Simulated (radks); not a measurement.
Results of a calculation; reference values are marked as such.
Polarisability of the niobium ion Nb+, [Kr] 4d4, at imaginary frequency. Code: a radial shooting solver on a logarithmic mesh with Libxc functionals. Model: scalar-relativistic Kohn-Sham, LB94 model potential, spin-polarised, spherical densities, finite nucleus; open shells are filled with parallel spins first (spin-orbit coupling, left out, can overturn this in heavy ions); Fermi nuclear charge, rms radius 4.324 fm. Response by self-consistent Sternheimer equations with the Hartree and adiabatic LDA kernel, the relativistic mass of each level held fixed and spin-orbit coupling left out.

w (hartree),alpha1(iw) (bohr^3)
0.00266,23.16
0.0143,23.09
0.0360,22.69
0.0697,21.53
0.118,19.29
0.186,16.23
0.280,13.00
0.413,10.03
0.605,7.405
0.892,5.127
1.35,3.229
2.12,1.763
3.59,0.7875
6.94,0.2749
17.5,0.06522

Static values: alpha1 = 23.16 bohr^3 (3.432 angstrom^3; uncoupled 32.88). C6 = 148.1, triple-dipole C9 = 2227 atomic units. One-pole (London) frequency 4 C6 / (3 alpha1^2) = 0.368 hartree, against 0.559 for minus the highest occupied eigenvalue.
